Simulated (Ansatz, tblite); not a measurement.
Cost and result up the ladder for PdS₃⁻ (the lowest doublet isomer of a short search) (4 atoms). Total charge -1; doublet. Geometry: PBE0-D4/def2-SVPD.

```xyz
4

Pd   -0.3067    0.1705    0.3954
S     1.0819    0.9591   -1.3428
S     0.8761   -1.0747   -1.1520
S    -1.6513   -0.0549    2.0993
```

Ansatz on 4 threads of Arm Neoverse V1 on a shared host; xTB runs through tblite on one thread. Times are rough, summed over both states, and most runs start from the orbitals of an earlier one. PBE0-D4/def2-TZVPD serves as the yardstick here, not as an exact answer. The other state is a triplet.

In the def2 sets Pd takes a core potential; there is no spin–orbit coupling. The xTB rows come from tblite. HOMO above LUMO, or a gap near zero within one spin, warns that the state may not be the lowest or that an electron is smeared out. The structure comes from a short search, and lower isomers may exist.

Raw xTB energies of ions are shifted by several eV, and xTB has no spin-polarisation term.

```json
{"level": "PBE0-D4/def2-TZVPD", "functions": "178", "vertical IE (eV)": "3.05", "difference from PBE0-D4/def2-TZVPD (eV)": "0.00", "remarks": "–"}
{"level": "PBE-D4/def2-TZVPD", "functions": "178", "vertical IE (eV)": "2.90", "difference from PBE0-D4/def2-TZVPD (eV)": "-0.14", "remarks": "gap within one spin near zero (-1 doublet)"}
{"level": "GFN2-xTB", "functions": "36", "vertical IE (eV)": "8.06", "difference from PBE0-D4/def2-TZVPD (eV)": "5.01", "remarks": "–"}
{"level": "GFN1-xTB", "functions": "36", "vertical IE (eV)": "7.63", "difference from PBE0-D4/def2-TZVPD (eV)": "4.58", "remarks": "–"}
{"level": "r2SCAN-D4/def2-TZVPD (with forces)", "functions": "178", "vertical IE (eV)": "2.93", "difference from PBE0-D4/def2-TZVPD (eV)": "-0.12", "remarks": "–"}
```

Q: Estimate how long each takes.

A: GFN2-xTB 0.012 s; GFN1-xTB 0.014 s; PBE-D4/def2-TZVPD 11 s; PBE0-D4/def2-TZVPD 36 s; r2SCAN-D4/def2-TZVPD (with forces) 41 s. On shared hardware such times vary by a factor of up to 3.
